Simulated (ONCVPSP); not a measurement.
## Ta: one change to an ONCV potential, before and after

```
Element                 : Ta
Generator               : ONCVPSP 4.0.1
Type                    : optimised norm-conserving Vanderbilt (ONCV)
Functional              : LDA (Perdew-Wang 92)
Relativity              : scalar-relativistic
Frozen core             : [Kr] 4d10
Valence charge          : 27
Reference configuration : 4f13 5s2 5p6 5d4 6s2
Partial waves           : 5s+6s: rc 1.75 bohr, ncon 4, nbas 7, qcut 7.5 1/bohr, 3 projectors, debl 2 Ha; 5p: rc 2.10 bohr, ncon 5, nbas 8, qcut 6.1 1/bohr, 1 projector; 5d: rc 2.20 bohr, ncon 5, nbas 9, qcut 6.6 1/bohr, 1 projector; 4f: rc 1.10 bohr, ncon 4, nbas 9, qcut 17.3 1/bohr, 3 projectors, debl 0.5 Ha
Local potential         : polynomial inside 0.95 bohr (lpopt 5, dvloc0 0 Ha)
Core correction         : none
```

In the f channel the program set the typed energies aside and used -1.226, 0.250, 0.750 Ha.

All-electron outer shells of the reference configuration (LDA (PZ), scalar-relativistic, ld1.x):

```
shell  level (eV)  outermost node (bohr)  outermost maximum (bohr)
   4d     -231.36                   0.22                      0.46
   5s      -77.22                   0.54                      0.97
   5p      -42.56                   0.58                      1.10
   4f      -33.36                      –                      0.44
   6s       -5.80                   1.30                      2.68
   5d       -4.80                   0.64                      1.51
```

Change: s: qcut 4.8.

Cutoffs: the cutoffs (Ha) at which the residual kinetic energy of the hardest occupied pseudo-wave falls to 1 and 0.1 mHa per electron; they do not see the model core or the augmentation charge, which bear on the density cutoff. Errors are all-electron minus pseudo energies relative to the spin-unpolarised reference configuration.

Task: How do hardness, ghosts and transferability respond?

Result: The potential gets neither clearly harder nor softer (122 Ha and 132 Ha → 122 Ha and 132 Ha); the lowest positive-energy flag moves from s at 44.7 eV to s at 127.0 eV; of the 4 tests that both files solve, the error grows in 2 and shrinks in 0 by more than 15 % and 0.3 meV (median size 386.4 → 425.9 meV); neither file shows a bound ghost.

```csv
quantity,base,changed
"cutoff, loose",122 Ha,122 Ha
"cutoff, tight",132 Ha,132 Ha
loose cutoff by channel,"s 19 Ha, p 11 Ha, d 14 Ha, f 122 Ha","s 18 Ha, p 11 Ha, d 14 Ha, f 122 Ha"
bound ghosts,none,none
GHOST(+) flags under 300 eV,s at 44.7 eV,s at 127.0 eV
"error for 4f14 5s2 5p6 5d3 6s2, meV [ΔE -24.87 eV]",+370,+395
"error for 4f14 5s2 5p6 5d3 6s1, meV [ΔE -16.17 eV]",+403,+446
"error for 4f14 5s2 5p6 5d3 6s0, meV [ΔE -0.87 eV]",+435,+509
"error for 4f14 5s2 5p6 5d2 6s0, meV [ΔE 23.05 eV]",+332,+405
s: phases at 1.78 bohr within 0.05 rad from the reference energy up to (Ha; the scan ends near 5),to the end of the scan,n/a
p: phases at 2.13 bohr within 0.05 rad from the reference energy up to (Ha; the scan ends near 5),-0.4,-0.4
d: phases at 2.23 bohr within 0.05 rad from the reference energy up to (Ha; the scan ends near 5),1.5,1.5
f: phases at 1.11 bohr within 0.05 rad from the reference energy up to (Ha; the scan ends near 5),to the end of the scan,to the end of the scan
```
